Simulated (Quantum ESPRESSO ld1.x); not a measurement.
The numbers below are computed, except where a source is named.
Question: The strontium ion Sr27+, 11 electrons, occupied as [Ne] 3s1 (the NIST ground configuration). Code: ld1.x of Quantum ESPRESSO 7.5. Model: scalar-relativistic Kohn-Sham, LDA (Slater exchange, VWN5 correlation), spin-polarised, spherical densities, point nucleus; open shells are filled with parallel spins first. Some entries of the table are withheld. Estimate them.

orbital  occ.  eigenvalue (Ry)  r(max) (bohr)
1s up       1         -1269.64          0.025
1s down     1         -1269.51          0.025
2s up       1         -252.814          0.145
2s down     1         -252.658          0.145
2p up       3         -236.389          0.115
2p down     3         -236.249          0.115
3s up       1              (1)          0.393
3s down     0              (2)          0.390
3p up       0         -95.2834            (3)
3p down     0         -94.3473            (4)
3d up       0         -88.6533          0.302
3d down     0         -87.9028          0.299
4s up       0              (5)          0.776
4s down     0              (6)          0.776

Answer: 
(1) 3s up eigenvalue (Ry): -100.436
(2) 3s down eigenvalue (Ry): -99.4559
(3) 3p up r(max) (bohr): 0.378
(4) 3p down r(max) (bohr): 0.375
(5) 4s up eigenvalue (Ry): -53.2819
(6) 4s down eigenvalue (Ry): -52.9053
